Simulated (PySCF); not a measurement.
Isomers of C2H12FPSi3, mass 169.997 u with the commonest isotopes. Computed with PBE0/pcSseg-1 in PySCF (dipole) on a GFN2-xTB geometry, gas phase. One conformer each, none proved a minimum here; rigid rotors.

**Question.** Order these by radius of gyration √(Σ m r²/M), smallest first.
A. `[CH3:1][CH2:2][Si@@H:3]([F:4])[Si@@H:5]([SiH3:6])[PH2:7]` with C1–C2–Si3–F4 -73°, C2–Si3–Si5–Si6 -72°, Si3–Si5–P7–H 74° and 167°
B. `[CH3:1][Si@@H:2]([PH2:3])[C@@H:4]([SiH3:5])[SiH2:6][F:7]` with C1–Si2–P3–H -70° and -163°, C1–Si2–C4–Si5 -52°, Si2–C4–Si6–F7 -59°
C. `[CH3:1][Si@@H:2]([PH2:3])[C@H:4]([SiH3:5])[SiH2:6][F:7]` with C1–Si2–P3–H -55° and -148°, C1–Si2–C4–Si5 -170°, Si2–C4–Si6–F7 -54°
D. `[F:1][Si@:2]([SiH3:3])([PH2:4])[CH2:5][CH2:6][SiH3:7]` with F1–Si2–P4–H 175° and 82°, F1–Si2–C5–C6 -63°, Si2–C5–C6–Si7 178°
E. `[CH3:1][CH2:2][Si@@H:3]([F:4])[Si@H:5]([SiH3:6])[PH2:7]` with C1–C2–Si3–F4 51°, C2–Si3–Si5–Si6 -55°, Si3–Si5–P7–H -39° and 54°
F. `[F:1][CH2:2][Si@@H:3]([PH2:4])[SiH2:5][CH2:6][SiH3:7]` with F1–C2–Si3–P4 -94°, C2–Si3–P4–H 171° and 78°, C2–Si3–Si5–C6 56°, Si3–Si5–C6–Si7 -177°
G. `[F:1][CH2:2][SiH2:3][SiH2:4][CH2:5][SiH2:6][PH2:7]` with F1–C2–Si3–Si4 52°, C2–Si3–Si4–C5 -60°, Si3–Si4–C5–Si6 -68°, Si4–C5–Si6–P7 180°, C5–Si6–P7–H 170° and 77°

**Answer.** A (2.284 Å), B (2.309 Å), C (2.360 Å), E (2.483 Å), D (2.576 Å), G (2.661 Å), F (2.704 Å).

**Question.** Order these by out-of-plane moment Σ m c² = (Ia + Ib − Ic)/2, smallest first.
A. `[CH3:1][CH2:2][Si@@H:3]([F:4])[Si@@H:5]([SiH3:6])[PH2:7]` with C1–C2–Si3–F4 -73°, C2–Si3–Si5–Si6 -72°, Si3–Si5–P7–H 74° and 167°
B. `[CH3:1][CH2:2][Si@@H:3]([F:4])[Si@H:5]([SiH3:6])[PH2:7]` with C1–C2–Si3–F4 51°, C2–Si3–Si5–Si6 -55°, Si3–Si5–P7–H -39° and 54°
C. `[F:1][Si@:2]([SiH3:3])([PH2:4])[CH2:5][CH2:6][SiH3:7]` with F1–Si2–P4–H 175° and 82°, F1–Si2–C5–C6 -63°, Si2–C5–C6–Si7 178°
D. `[F:1][CH2:2][Si@@H:3]([PH2:4])[SiH2:5][CH2:6][SiH3:7]` with F1–C2–Si3–P4 -94°, C2–Si3–P4–H 171° and 78°, C2–Si3–Si5–C6 56°, Si3–Si5–C6–Si7 -177°
E. `[CH3:1][Si@@H:2]([PH2:3])[C@@H:4]([SiH3:5])[SiH2:6][F:7]` with C1–Si2–P3–H -70° and -163°, C1–Si2–C4–Si5 -52°, Si2–C4–Si6–F7 -59°
F. `[CH3:1][C@@H:2]([F:3])[SiH2:4][Si@@H:5]([SiH3:6])[PH2:7]` with C1–C2–Si4–Si5 -161°, C2–Si4–Si5–Si6 59°, Si4–Si5–P7–H -173° and -80°
G. `[CH3:1][Si@@H:2]([PH2:3])[C@H:4]([SiH3:5])[SiH2:6][F:7]` with C1–Si2–P3–H -55° and -148°, C1–Si2–C4–Si5 -170°, Si2–C4–Si6–F7 -54°
H. `[F:1][CH2:2][SiH2:3][SiH2:4][CH2:5][SiH2:6][PH2:7]` with F1–C2–Si3–Si4 52°, C2–Si3–Si4–C5 -60°, Si3–Si4–C5–Si6 -68°, Si4–C5–Si6–P7 180°, C5–Si6–P7–H 170° and 77°

**Answer.** G (24.52 u·Å²), F (29.48 u·Å²), D (49.63 u·Å²), H (70.98 u·Å²), B (73.97 u·Å²), C (87.39 u·Å²), E (106.48 u·Å²), A (150.29 u·Å²).

**Question.** Order these by rotational constant B, largest first.
A. `[CH3:1][CH2:2][Si@@H:3]([F:4])[Si@H:5]([SiH3:6])[PH2:7]` with C1–C2–Si3–F4 51°, C2–Si3–Si5–Si6 -55°, Si3–Si5–P7–H -39° and 54°
B. `[CH3:1][C@@H:2]([F:3])[SiH2:4][Si@@H:5]([SiH3:6])[PH2:7]` with C1–C2–Si4–Si5 -161°, C2–Si4–Si5–Si6 59°, Si4–Si5–P7–H -173° and -80°
C. `[F:1][Si@:2]([SiH3:3])([PH2:4])[CH2:5][CH2:6][SiH3:7]` with F1–Si2–P4–H 175° and 82°, F1–Si2–C5–C6 -63°, Si2–C5–C6–Si7 178°
D. `[F:1][CH2:2][SiH2:3][SiH2:4][CH2:5][SiH2:6][PH2:7]` with F1–C2–Si3–Si4 52°, C2–Si3–Si4–C5 -60°, Si3–Si4–C5–Si6 -68°, Si4–C5–Si6–P7 180°, C5–Si6–P7–H 170° and 77°
E. `[F:1][CH2:2][Si@@H:3]([PH2:4])[SiH2:5][CH2:6][SiH3:7]` with F1–C2–Si3–P4 -94°, C2–Si3–P4–H 171° and 78°, C2–Si3–Si5–C6 56°, Si3–Si5–C6–Si7 -177°
F. `[CH3:1][Si@@H:2]([PH2:3])[C@H:4]([SiH3:5])[SiH2:6][F:7]` with C1–Si2–P3–H -55° and -148°, C1–Si2–C4–Si5 -170°, Si2–C4–Si6–F7 -54°
G. `[CH3:1][Si@@H:2]([PH2:3])[C@@H:4]([SiH3:5])[SiH2:6][F:7]` with C1–Si2–P3–H -70° and -163°, C1–Si2–C4–Si5 -52°, Si2–C4–Si6–F7 -59°

**Answer.** F (828.5 MHz), G (723.4 MHz), B (665.8 MHz), A (640.9 MHz), C (583.5 MHz), D (510.4 MHz), E (485.5 MHz).

| SMILES | point group | Ia (u·Å²) | Ib (u·Å²) | Ic (u·Å²) | κ | μa (D) | μb (D) | μc (D) |
| --- | --- | --- | --- | --- | --- | --- | --- | --- |
| CC[Si@@H](F)[Si@H]([SiH3])P | C1 | 333.09 | 788.59 | 973.73 | -0.76 | 1.16 | 0.44 | 1.32 |
| C[Si@@H](P)[C@@H]([SiH3])[SiH2]F | C1 | 314.41 | 698.66 | 800.10 | -0.81 | 0.36 | 0.07 | 1.41 |
| C[Si@@H](P)[C@H]([SiH3])[SiH2]F | C1 | 361.12 | 610.03 | 922.10 | -0.34 | 0.26 | 0.63 | 0.55 |
| FC[SiH2][SiH2]C[SiH2]P | C1 | 284.51 | 990.14 | 1132.69 | -0.90 | 1.26 | 1.35 | 0.20 |
| C[C@@H](F)[SiH2][Si@@H]([SiH3])P | C1 | 326.12 | 759.02 | 1026.18 | -0.67 | 0.85 | 0.42 | 0.01 |
| F[Si@]([SiH3])(P)CC[SiH3] | C1 | 349.78 | 866.07 | 1041.07 | -0.80 | 0.03 | 0.85 | 1.73 |
| FC[Si@@H](P)[SiH2]C[SiH3] | C1 | 251.27 | 1041.02 | 1193.03 | -0.92 | 0.47 | 0.31 | 1.29 |
| CC[Si@@H](F)[Si@@H]([SiH3])P | C1 | 425.23 | 612.22 | 736.87 | -0.44 | 0.59 | 1.13 | 0.15 |
